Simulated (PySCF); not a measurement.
The vertical singlet excitations below were computed for one of the candidates. Method: TDDFT PBE0/def2-SVPD, vertical, gas phase, core orbitals frozen in the response (PySCF 2.14.0, density-fitted response routines). Geometries: GFN2-xTB, one conformer each.

```tsv
state	λ (nm)	f
S1	290.0	0.0002
S2	186.7	0.019
S3	171.2	0.0018
S4	169.5	0.0021
S5	167.4	0.023
S6	165.6	0.0036
```

Orbital energies (eV): HOMO-3 -9.46, HOMO-2 -9.37, HOMO-1 -9.26, HOMO -7.06, LUMO -0.56, LUMO+1 0.59, LUMO+2 1.07.

Problem. Which candidate is it? All have the formula C7H12O.
A. `CC[C@@H]1CCC(=O)C1`
B. `C=CC1(OC)CCC1`
C. `CC(=O)C(C)=C(C)C`
D. `C=C1CCC(O)CC1`

Solution. A. Its S1 lies at 4.28 eV; the nearest of the others has S1 at 3.83 eV. S1 is HOMO→LUMO (98%). S1 has the pattern of n→π* at C=O. At the same level the other candidates give, for their lowest levels:
- `C=CC1(OC)CCC1`: 207 nm (f 0.005); 184 nm (f 0.193); 176 nm (f 0.012); 174 nm (f 0.043); 167 nm (f 0.002); T1 4.28 eV; HOMO -7.30, LUMO 0.02 eV
- `CC(=O)C(C)=C(C)C`: 324 nm (f 0.001); 236 nm (f 0.272); 195 nm (f 0.009); 190 nm (f 0.007); 183 nm (f 0.003); T1 3.24 eV; HOMO -6.88, LUMO -1.14 eV
- `C=C1CCC(O)CC1`: 183 nm (f 0.005); 182 nm (f 0.145); 175 nm (f 0.007); 175 nm (f 0.217); 173 nm (f 0.040); T1 4.41 eV; HOMO -7.25, LUMO 0.20 eV
Triplets come from the Tamm–Dancoff approximation.
